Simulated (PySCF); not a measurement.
Basis and Hamiltonian dependence of the ionisation energy of N²⁺

N²⁺ [He] 2s2 2p1 (2P) → N³⁺ [He] 2s2 (1S). All values are computed (PySCF 2.14, energy differences of UHF-based or UKS calculations, no spin-orbit coupling). Values in eV.

```tsv
basis	Hamiltonian	functions	UHF	LDA	PBE0	MP2 (valence)	CCSD(T) (valence)	CCSD(T) (valence and next inner shell)
jorge-DZP-DKH	spin-free X2C	15	47.193	47.714	n/a	47.204	46.978	n/a
Sapporo-DZP-2012	spin-free X2C	18	47.152	n/a	47.875	47.184	46.957	n/a
aug-cc-pVDZ	non-relativistic	23	47.313	47.865	48.041	47.307	47.054	n/a
ANO-RCC-VTZP	spin-free X2C	30	47.310	47.871	48.021	47.495	47.277	47.306
x2c-TZVPPall	spin-free X2C	31	47.293	47.856	48.001	47.461	47.238	47.264
def2-TZVP	non-relativistic	31	47.297	47.860	48.005	47.465	47.240	n/a
ANO-R3	spin-free X2C	33	47.289	47.846	47.993	47.467	n/a	n/a
dyall-av2z	non-relativistic	42	47.275	47.860	47.994	47.342	47.106	n/a
aug-cc-pVTZ	non-relativistic	46	47.265	47.833	47.970	47.451	n/a	n/a
def2-QZVPPD	non-relativistic	63	47.301	47.873	48.010	47.529	47.307	47.359
dyall-av3z	non-relativistic	71	47.299	47.871	48.008	47.488	47.270	n/a
aug-cc-pCVTZ-DK with one added diffuse shell each of s, p, d, f type	spin-free X2C	75	47.264	47.840	47.976	47.462	47.249	47.316
aug-cc-pVQZ-DK	spin-free X2C	80	47.292	47.859	47.998	47.519	47.298	n/a
aug-cc-pVQZ	non-relativistic	80	47.295	47.862	48.002	47.522	47.300	n/a
```

Extrapolation of MP2 (valence) from aug-cc-pVTZ and aug-cc-pVQZ: the correlation parts are 0.186 and 0.226 eV; with the X⁻³ form and unrounded values, (4³ × 0.226 − 3³ × 0.186)/(4³ − 3³) = 0.255 eV, and adding the Hartree-Fock value 47.295 eV of the larger basis gives 47.551 eV.

Frozen in the all-electron rows: valence: 1s2; valence and next inner shell: nothing.

Between the lowest levels the reference is 47.445 eV (semi-empirical (NIST evaluation); NIST Atomic Spectra Database, ionization energies); it includes spin-orbit coupling, which these numbers lack.
